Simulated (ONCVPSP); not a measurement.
iron (Fe), ONCV: configuration errors across variants

iron (Fe), optimised norm-conserving Vanderbilt (ONCV), made with ONCVPSP 4.0.1 (LDA (Perdew-Wang 92), scalar-relativistic). Core [Ar], reference 3d6 4s2. Waves: 4s: rc 2.25 bohr, ncon 4, nbas 7, qcut 2.9 1/bohr, 3 projectors, debl 3.2 Ha; p scattering state at 0.17 Ha: rc 2.40 bohr, ncon 3, nbas 7, qcut 3 1/bohr, 1 projector; 3d: rc 1.40 bohr, ncon 3, nbas 8, qcut 10.3 1/bohr, local; f scattering state at 0.3 Ha: rc 1.85 bohr, ncon 3, nbas 6, qcut 6.4 1/bohr, 1 projector. Local part: the d channel. Core correction: Teter function, fcfact 4.5, rcfact 1.15.

In the p channel the program set the typed energies aside and used 0.050 Ha.

All-electron excitation energies from the reference (eV): (1) 3d6 4s1 8.974; (2) 3d6 4s0 25.459; (3) 3d5 4s0 59.993; (4) 3d6 4s1 4p1 4.176.

3 further variants failed, have other tests or another functional or relativity, and are left out.

A true bound ghost makes a file unfit for plane-wave use even where its test errors are small: the radial tests pick states by their node count and pass the ghost by.

Errors AE − PS in meV (a dash: test not solved or not reliable):

| change | (1) | (2) | (3) | (4) | bound ghosts | GHOST(+) flags above zero |
| --- | --- | --- | --- | --- | --- | --- |
| base | -0.5 | +11 | -32 | +1.0 | p | s |
| core correction Teter function, fcfact 4.5, rcfact 1.1 | -0.1 | +15 | -15 | +1.2 | p | s |
| p: qcut 3.3 | -0.5 | +11 | -32 | +0.9 | p | s |
| p: ncon 4, nbas 8 | -0.5 | +11 | -32 | +0.9 | p | s |
| d: nproj 1; local potential polynomial inside 0.90 bohr (lpopt 2, dvloc0 0 Ha) | -0.5 | +11 | +25 | +4.0 | none | s, p |
| core correction Teter function, fcfact 7.2, rcfact 1.15 | -1.1 | +6.9 | -60 | +0.7 | p | s |

(1) Give the same row for: p: qcut 1.7.

Results:

(1) -0.5, +11, -32, +1.2; bound ghosts: p; GHOST(+) flags above zero: s.
